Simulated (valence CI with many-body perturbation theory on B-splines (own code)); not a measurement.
**E1 transitions of Bi70+**

Method: relativistic CI+MBPT: three valence electrons over a frozen Dirac-Fock core [Ne], radial functions for each j: 11 s, 11 p, 9 d, 7 f, 5 g, 2 h, 1 i, with the one-electron correlation potential Σ1 (screened to all orders), the two-electron term Σ2, the three-electron term Σ3, Breit, model QED; selected single and double excitations, second order for the rest (own B-spline code, finite nucleus).

The last digits are not significant, and no measured levels were compared; by estimate large intervals hold to a few tenths of a per cent, small ones and those within an open d or f shell to about a per cent.

Lines 101 to 150 of 248 in falling wavelength, among levels below 160.56 Ry, chosen from the strongest by gf and those to the six lowest levels. Wavelengths and rates use the calculated energies. Electric multipoles are in the length gauge, E1 and E2 with the static RPA response of the core. Weak lines are less certain than strong ones. Lines between different terms over intervals too small for the method are left out, as are lines whose strength nearly cancels. The highest levels of a list are the least certain.

Levels are named by their leading jj configuration (3d3/2^4 stands for four electrons in 3d with j = 3/2), which in mixed levels can hold well under half, so a name can repeat and another be missing. Letters in brackets count levels of one name in rising energy.

```tsv
λ vac (Å)	Upper	Lower	A (s⁻¹)	S (a.u.) with core polarisation	S without
15.05	(3p1/2 3p3/2 3d5/2) J=5/2 [a]	(3s 3p1/2 3d5/2) J=5/2 [b]	1.94e+12	1.96e-02	1.99e-02
15.01	(3p1/2 3p3/2 3d3/2) J=5/2 [a]	(3s 3p1/2 3d3/2) J=5/2	1.02e+12	1.02e-02	1.03e-02
15.01	(3p1/2 3p3/2 3d5/2) J=9/2	(3s 3p1/2 3d5/2) J=7/2	2.15e+12	3.60e-02	3.64e-02
14.96	(3p1/2 3p3/2 3d3/2) J=3/2 [b]	(3s 3p1/2 3d3/2) J=3/2 [b]	5.16e+11	3.41e-03	3.46e-03
14.96	(3p1/2 3p3/2^2) J=3/2	(3s 3p1/2 3p3/2) J=3/2 [b]	7.84e+11	5.18e-03	5.25e-03
14.94	(3p1/2 3p3/2 3d3/2) J=5/2 [b]	(3s 3p1/2 3d3/2) J=3/2 [b]	3.44e+12	3.40e-02	3.44e-02
14.86	(3s 3p3/2 3d3/2) J=3/2 [b]	(3s^2 3d3/2) J=3/2	2.93e+12	1.90e-02	1.92e-02
14.85	(3s 3p1/2 3d3/2) J=3/2 [a]	(3s 3p1/2^2) J=1/2	3.16e+11	2.04e-03	2.07e-03
14.84	(3p1/2 3p3/2 3d5/2) J=5/2 [b]	(3s 3p1/2 3d5/2) J=3/2	1.07e+12	1.04e-02	1.05e-02
14.84	(3p1/2 3p3/2 3d3/2) J=3/2 [a]	(3s 3p1/2 3d3/2) J=5/2	1.25e+12	8.04e-03	8.14e-03
14.84	(3p1/2 3p3/2 3d5/2) J=5/2 [a]	(3s 3p1/2 3d5/2) J=7/2	6.42e+11	6.21e-03	6.29e-03
14.84	(3p1/2 3p3/2 3d5/2) J=7/2 [a]	(3s 3p1/2 3d5/2) J=5/2 [a]	3.70e+12	4.78e-02	4.84e-02
14.82	(3p1/2 3p3/2 3d3/2) J=5/2 [a]	(3p1/2^2 3p3/2) J=3/2	3.29e+11	3.17e-03	3.21e-03
14.81	(3p1/2 3p3/2 3d5/2) J=7/2 [b]	(3s 3p1/2 3d5/2) J=5/2 [b]	4.61e+11	5.91e-03	5.99e-03
14.79	(3s 3p3/2 3d5/2) J=7/2 [b]	(3s^2 3d5/2) J=5/2	6.37e+12	8.14e-02	8.25e-02
14.70	(3s 3p1/2 3p3/2) J=3/2 [b]	(3s^2 3p1/2) J=1/2	1.79e+12	1.12e-02	1.14e-02
14.70	(3p1/2 3p3/2^2) J=5/2	(3s 3p1/2 3p3/2) J=5/2	7.89e+11	7.42e-03	7.51e-03
14.68	(3p1/2 3p3/2 3d3/2) J=7/2	(3s 3p1/2 3d3/2) J=5/2	4.65e+12	5.81e-02	5.88e-02
14.68	(3p1/2 3p3/2 3d3/2) J=1/2 [b]	(3s 3p1/2 3d3/2) J=1/2	1.77e+12	5.52e-03	5.59e-03
14.67	(3p1/2 3d3/2^2) J=5/2	(3p1/2^2 3d3/2) J=3/2	1.29e+12	1.20e-02	1.22e-02
14.65	(3p1/2 3p3/2 3d3/2) J=3/2 [a]	(3p1/2^2 3p3/2) J=3/2	7.19e+11	4.47e-03	4.53e-03
14.63	(3p1/2 3p3/2 3d5/2) J=1/2	(3s 3p1/2 3d5/2) J=3/2	1.53e+12	4.73e-03	4.79e-03
14.63	(3s 3p3/2 3d3/2) J=5/2 [b]	(3s^2 3d3/2) J=3/2	1.17e+13	1.09e-01	1.10e-01
14.62	(3p1/2 3p3/2^2) J=1/2	(3s 3p1/2 3p3/2) J=3/2 [b]	3.94e+12	1.22e-02	1.23e-02
14.61	(3p1/2 3p3/2 3d5/2) J=7/2 [b]	(3s 3p1/2 3d5/2) J=7/2	4.85e+11	5.98e-03	6.06e-03
14.61	(3p1/2 3p3/2 3d5/2) J=3/2 [a]	(3s 3p1/2 3d5/2) J=5/2 [a]	1.16e+12	7.16e-03	7.25e-03
14.60	(3p1/2 3p3/2 3d3/2) J=1/2 [a]	(3p1/2^2 3p3/2) J=3/2	2.19e+12	6.73e-03	6.82e-03
14.58	(3p1/2^2 3p3/2) J=3/2	(3s 3p1/2^2) J=1/2	1.05e+12	6.40e-03	6.48e-03
14.57	(3p1/2 3p3/2^2) J=3/2	(3s 3p1/2 3p3/2) J=5/2	9.27e+11	5.66e-03	5.73e-03
14.56	(3p1/2 3p3/2 3d5/2) J=5/2 [b]	(3s 3p1/2 3d5/2) J=7/2	5.03e+11	4.60e-03	4.66e-03
14.55	(3p1/2 3p3/2 3d3/2) J=5/2 [a]	(3s 3p1/2 3d3/2) J=3/2 [a]	1.54e+12	1.40e-02	1.42e-02
14.52	(3s 3p3/2 3d3/2) J=3/2 [a]	(3s 3p1/2 3p3/2) J=3/2 [b]	1.75e+11	1.06e-03	1.07e-03
14.50	(3s 3p3/2 3d3/2) J=1/2 [b]	(3s^2 3d3/2) J=3/2	9.16e+12	2.76e-02	2.79e-02
14.48	(3s 3p3/2^2) J=1/2	(3s^2 3p3/2) J=3/2	5.56e+12	1.67e-02	1.69e-02
14.48	(3s 3p1/2 3p3/2) J=1/2	(3s^2 3p1/2) J=1/2	7.67e+12	2.30e-02	2.33e-02
14.47	(3s 3p3/2 3d3/2) J=1/2 [a]	(3s 3p1/2 3p3/2) J=3/2 [b]	1.88e+12	5.62e-03	5.69e-03
14.47	(3p1/2 3p3/2 3d5/2) J=3/2 [b]	(3s 3p1/2 3d5/2) J=5/2 [b]	3.09e+12	1.85e-02	1.87e-02
14.40	(3s 3p3/2 3d5/2) J=3/2 [b]	(3s^2 3d5/2) J=5/2	7.08e+12	4.17e-02	4.23e-02
14.39	(3s 3p3/2 3d3/2) J=5/2 [a]	(3s 3p1/2 3p3/2) J=3/2 [b]	1.16e+12	1.02e-02	1.04e-02
14.39	(3p1/2 3p3/2 3d3/2) J=3/2 [a]	(3s 3p1/2 3d3/2) J=3/2 [a]	2.85e+12	1.68e-02	1.70e-02
14.39	(3s 3d3/2 3d5/2) J=5/2 [a]	(3s 3p1/2 3d5/2) J=3/2	3.41e+11	3.01e-03	3.05e-03
14.36	(3s 3p3/2 3d5/2) J=5/2 [b]	(3s^2 3d5/2) J=5/2	6.40e+12	5.62e-02	5.69e-02
14.35	(3s 3p3/2^2) J=3/2	(3s^2 3p3/2) J=3/2	1.13e+13	6.61e-02	6.69e-02
14.33	(3p1/2 3p3/2 3d3/2) J=1/2 [a]	(3s 3p1/2 3d3/2) J=3/2 [a]	3.49e+12	1.01e-02	1.03e-02
14.33	(3p1/2 3p3/2^2) J=5/2	(3s 3p1/2 3p3/2) J=3/2 [a]	3.82e+11	3.33e-03	3.37e-03
14.32	(3p1/2 3p3/2 3d5/2) J=7/2 [b]	(3s 3p1/2 3d5/2) J=5/2 [a]	8.39e+11	9.72e-03	9.85e-03
14.29	(3s 3d3/2 3d5/2) J=7/2 [a]	(3s 3p1/2 3d5/2) J=5/2 [b]	5.20e+11	5.99e-03	6.06e-03
14.28	(3s 3d3/2^2) J=3/2	(3s 3p1/2 3d3/2) J=1/2	5.70e+12	3.28e-02	3.32e-02
14.27	(3p1/2 3p3/2 3d5/2) J=5/2 [b]	(3s 3p1/2 3d5/2) J=5/2 [a]	2.27e+12	1.95e-02	1.98e-02
14.22	(3p1/2 3p3/2 3d3/2) J=5/2 [b]	(3s 3p1/2 3d3/2) J=5/2	1.38e+12	1.17e-02	1.19e-02
```
